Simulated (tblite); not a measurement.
Compound: C2H6GeOSi.
Numbering: `[CH:1]#[C:2][SiH2:3][O:4][GeH3:5]` (hydrogens: H6 on C1; H7, H8 on Si3; H9, H10, H11 on Ge5)

Computed with GFN2-xTB (tblite), gas phase: L-BFGS steps from a force-field or distance-geometry start until the largest atomic force falls under 0.01 eV/Å.

Step 78: E = -409.5611 eV
```
atom  x, y, z in Å  |  force x, y, z in eV/Å
C1      2.8773    0.5612    1.0026   -0.063  -0.040   0.016
C2      1.9687   -0.1356    0.6335    0.042   0.058  -0.007
Si3     0.5529   -1.1740    0.0367    0.040  -0.057   0.024
O4     -0.7029   -0.1958   -0.3041   -0.031   0.031   0.007
Ge5    -2.0918    0.7562    0.0775   -0.007   0.000  -0.011
H6      3.6680    1.1662    1.3444    0.011  -0.006  -0.017
H7      0.1885   -2.1227    1.0933   -0.021   0.013   0.036
H8      0.8672   -1.8266   -1.2338   -0.008   0.052  -0.030
H9     -2.1380    1.8018   -0.9931    0.002  -0.040  -0.022
H10    -1.9312    1.3636    1.4398    0.053  -0.024   0.028
H11    -3.2533   -0.1919    0.0369   -0.020   0.012  -0.023
```

Step 79: E = -409.5632 eV
```
atom  x, y, z in Å  |  force x, y, z in eV/Å
C1      2.8708    0.5660    1.0045   -0.107  -0.079  -0.011
C2      1.9549   -0.1225    0.6355    0.131   0.122   0.037
Si3     0.5495   -1.1720    0.0372    0.005  -0.050   0.008
O4     -0.7245   -0.2229   -0.3207    0.026  -0.001  -0.002
Ge5    -2.0906    0.7515    0.0749   -0.035   0.024  -0.012
H6      3.6699    1.1633    1.3425   -0.016  -0.011  -0.020
H7      0.1844   -2.1143    1.0982   -0.012  -0.006   0.037
H8      0.8858   -1.8153   -1.2312   -0.013   0.028  -0.038
H9     -2.1223    1.8013   -0.9933   -0.012  -0.045  -0.002
H10    -1.9015    1.3416    1.4398    0.045   0.003   0.038
H11    -3.2710   -0.1742    0.0463   -0.012   0.016  -0.037
```

Question: Estimate the geometry and energy of step 80. (The exact step hangs on the optimiser's Hessian estimate; all steps are aligned on step 79, rigid shifts and turns removed.)

Answer: E = -409.5639 eV, largest force 0.097 eV/Å
```
atom  x, y, z in Å  |  force x, y, z in eV/Å
C1      2.8627    0.5706    1.0071   -0.062  -0.046   0.002
C2      1.9443   -0.1123    0.6358    0.071   0.066   0.009
Si3     0.5473   -1.1734    0.0338    0.011  -0.045   0.021
O4     -0.7366   -0.2441   -0.3413   -0.005   0.025   0.017
Ge5    -2.0877    0.7497    0.0744   -0.004  -0.010  -0.006
H6      3.6645    1.1643    1.3452   -0.019  -0.005  -0.016
H7      0.1838   -2.1072    1.1051   -0.001   0.002   0.007
H8      0.8974   -1.8156   -1.2325   -0.019   0.025  -0.014
H9     -2.1130    1.8026   -0.9908   -0.018  -0.040   0.003
H10    -1.8750    1.3277    1.4421    0.040   0.003   0.018
H11    -3.2823   -0.1597    0.0546    0.007   0.025  -0.040
```

The energy changes by -0.0007 eV. The first-order estimate −F·Δx gives -0.0012 eV and the mean of the old and new forces, exact on a quadratic surface, -0.0007 eV. The step makes an angle of 85° with the force vector and moves no atom by more than 0.032 Å.

What follows is the cost of the whole relaxation. Time: 1.1 s. Hardware: one thread of an Arm Neoverse N1 (shared host).
